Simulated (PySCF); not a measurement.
## From computed data to an observable: oscillator strength and radiative lifetime

B(F)(Et)(NH2) (C₂H₇BFN), SMILES CCB(N)F.

Geometry: ωB97X-D3(BJ)/def2-SVP. The values are those of a single conformer.

TDDFT-PBE0/def2-SVPD in PySCF puts the first singlet state with f over 0.02 at 7.31 eV (vertical), with the transition dipole (0.186, -0.396, 0.098) in atomic units.

Question: Find the oscillator strength, the wavelength and the radiative lifetime that this transition would have in vacuum if emission retraced absorption.

Answer: 
|μ|² = 0.2010 au, so |μ| = 1.14 D. ΔE = 7.31/27.211 = 0.2686 hartree. f = (2/3) ΔE |μ|² = 0.036 (the program prints 0.036).
λ = 1239.84/7.31 = 170 nm; ν = 58959 cm⁻¹.
Einstein's coefficient A = 0.6670 ν² f s⁻¹ (ν in cm⁻¹) = 8.3e7 s⁻¹, so τ = 1/A = 12 ns. This state is S1. The figure is the radiative limit of this one transition; relaxation, internal conversion, crossing to triplets and a medium change what is measured.
